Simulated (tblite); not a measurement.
Q: What does the GFN2-xTB structure of `C[Si@H](O)CCOCF` look like in three dimensions?

A: 
Z-matrix in Å and degrees, rows numbered from 1:
```
C 
Si  1  1.8999
O   2  1.6289  1  112.37
C   2  1.9082  1  108.18  3  -123.21
C   4  1.5144  2  111.84  1  -178.78
O   5  1.4296  4  108.90  2  -177.65
C   6  1.3568  5  114.62  4  -175.27
F   7  1.3831  6  111.75  5   -69.50
H   1  1.0856  2  110.57  3   -57.58
H   1  1.0846  2  111.59  3  -177.15
H   1  1.0873  2  112.12  3    62.36
H   2  1.4602  1  112.93  3   112.40
H   3  0.9541  2  122.92  1   -56.12
H   4  1.0912  2  111.13  1    60.50
H   4  1.0889  2  111.03  1   -57.56
H   5  1.0961  4  110.67  2   -57.27
H   5  1.0989  4  110.67  2    62.54
H   7  1.0953  6  108.25  5   173.44
H   7  1.1046  6  113.34  5    49.09
```

The C–O distances run from 1.357 Å (O6–C7, drawn single) to 1.430 Å (C5–O6, drawn single), a spread of 0.073 Å. Si2 (oxygen-bound silicon) is distorted tetrahedral (angles from 100.2° to 112.9°). Of the pairs four or more bonds apart, H17···H19 is among the closest relative to their van der Waals radii: 2.33 Å, 97 % of the sum of Bondi's values.

Computed geometry: GFN2-xTB, gas phase.

Point group: C1 (no symmetry element, even within 0.4 Å). Its GFN2-xTB frequencies are all real (lowest 27 cm⁻¹). One conformer, not necessarily the lowest (C1–Si2–O3–H -56°, C1–Si2–C4–C5 -179°, Si2–C4–C5–O6 -178°, C4–C5–O6–C7 -175°, C5–O6–C7–F8 -70°).
